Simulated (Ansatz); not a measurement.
Stepwise reaction of `[CH3][Al]([SiH3])[SiH3]` with hydrogen, as a gas-phase model of exchange steps in deposition or etching. ΔE in kJ/mol.

Isolated molecules relaxed with PBE0-D4/def2-TZVP in Ansatz; ΔE leaves out vibrations. CBS: MP2 limit from def2 TZ/QZ plus the TZ coupled-cluster correction, frozen cores. This one scheme is used for every species. Functionals use def2-TZVPP. B3LYP here is the variant with VWN-RPA as its local correlation; programs differ in this.

```
step                                        reaction  PBE-D4  B3LYP-D4  ωB97M-V  CCSD(T)/CBS
   2  `[CH3][AlH][SiH3]` + H₂ → `[CH3][AlH2]` + SiH₄     1.2     -15.8    -20.8        -13.4
```

(1) Give the row of step 1, `[CH3][Al]([SiH3])[SiH3]` + H₂ → `[CH3][AlH][SiH3]` + SiH₄. (Best estimate.)

(2) By hand: ΔE of the 2 steps together at CCSD(T)/CBS.

Answers

(1) Computed: 
| step | reaction | PBE-D4 | B3LYP-D4 | ωB97M-V | CCSD(T)/CBS |
| --- | --- | --- | --- | --- | --- |
| 1 | `[CH3][Al]([SiH3])[SiH3]` + H₂ → `[CH3][AlH][SiH3]` + SiH₄ | 4.4 | -12.5 | -17.8 | -10.4 |

(2) (-10.4) + (-13.4) = -23.8 kJ/mol, or -11.9 kJ/mol a step.

In ΔE the steps differ by no more than 3.0 kJ/mol. All are downhill at CCSD(T)/CBS. PBE-D4 differs from CCSD(T)/CBS by 14.6 to 14.8 kJ/mol a step. Isolated molecules leave out the surface, adducts and barriers. Largest T1 diagnostic: 0.013.
